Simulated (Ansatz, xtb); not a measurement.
Two isomers of C6H4FN

Structure a is `N#CC1=CC(F)=CC1`, a singlet and structure b is `N#CC1=CCC=C1F`, a singlet. Both are isolated molecules in the gas phase, relaxed with r2SCAN-D4/def2-SVP.

a (Å):

```yaml
atoms:
  - { symbol: C, position_ang: [0.7638, 1.6055, 0.3810] }
  - { symbol: C, position_ang: [0.6193, 0.2047, 0.5068] }
  - { symbol: C, position_ang: [1.0569, -0.5816, 1.5352] }
  - { symbol: C, position_ang: [0.6839, -1.9493, 1.2294] }
  - { symbol: C, position_ang: [0.0284, -2.0408, 0.0462] }
  - { symbol: C, position_ang: [-0.0693, -0.6627, -0.5203] }
  - { symbol: F, position_ang: [0.9784, -2.9474, 2.0528] }
  - { symbol: N, position_ang: [0.8696, 2.7616, 0.2527] }
  - { symbol: H, position_ang: [1.5908, -0.2607, 2.4308] }
  - { symbol: H, position_ang: [-0.3605, -2.9467, -0.4173] }
  - { symbol: H, position_ang: [0.4220, -0.5716, -1.5076] }
  - { symbol: H, position_ang: [-1.1159, -0.3380, -0.6741] }
```

b (Å):

```xyz
12

C     0.3943    1.4709    1.5019
C     0.4221    0.1915    0.8852
C     0.2891   -1.0287    1.4786
C     0.3852   -2.0884    0.4279
C     0.5908   -1.3446   -0.8550
C     0.6077   -0.0281   -0.5583
F     0.7642    0.9906   -1.3890
N     0.3735    2.5270    1.9945
H     0.1373   -1.2125    2.5428
H     1.2133   -2.7907    0.6487
H    -0.5284   -2.7151    0.4132
H     0.7049   -1.7911   -1.8419
```

Energies in hartree; the thermal terms are from GFN2-xTB frequencies at re-optimised GFN2-xTB minima (ideal gas, soft modes damped towards free rotors, one conformer each, 298.15 K, 1 atm) and include the zero-point energy:

```
                              a           b
E, CCSD(T)/def2-SVP  −384.268820  −384.266383
    E, MP2/def2-SVP  −384.187763  −384.184518
  E, MP2/def2-TZVPP  −384.887416  −384.883195
  zero-point energy     0.081388     0.081354
       H(298 K) − E     0.089107     0.089084
       G(298 K) − E     0.050297     0.050254
```

Q: Correct the CCSD(T) difference for the basis set by the MP2 change, then work out ΔE, ΔE₀, ΔH and ΔG for a → b in kJ/mol (1 Eh = 2625.50 kJ/mol) and the equilibrium ratio [b]/[a].

A: 1. Differences b − a: CCSD(T) +0.002437, MP2 in the small set +0.003245, MP2 in the large set +0.004221 Eh.
2. ΔE = +0.002437 + (+0.004221 − (+0.003245)) = +0.003413 Eh = +8.96 kJ/mol.
3. ΔE₀ = ΔE + ΔZPE = +0.003413 + (−0.000034) Eh = +8.87 kJ/mol.
4. ΔH = ΔE + (−0.000023) Eh = +8.90 kJ/mol.
5. ΔG = ΔE + (−0.000043) Eh = +8.85 kJ/mol, so ΔS = (ΔH − ΔG)/T = +0.2 J/(mol K).
6. kT = 0.9442 mEh, so K = [b]/[a] = exp(−ΔG/kT) = exp(−3.57) ≈ 0.028.

Structure a is favoured at this temperature. An error of 4 kJ/mol in ΔG would change K by a factor of 5. Mirror images and further conformers aren't counted.

As drawn, both hold the same kinds of bond in the same numbers.

Other levels gave ΔE = +12.2 (GFN2-xTB); +2.2 (HF/STO-3G, GFN2-xTB geometries); +12.2 (r2SCAN-D4/def2-SVP//GFN2-xTB); +11.7 (r2SCAN-D4/def2-SVP); +6.0 (HF/def2-SVP); +8.5 (MP2/def2-SVP); +6.4 (CCSD(T)/def2-SVP) kJ/mol. The correlated steps freeze 8 core orbitals. Programs: Ansatz 0.2.0, xtb 6.7.1.
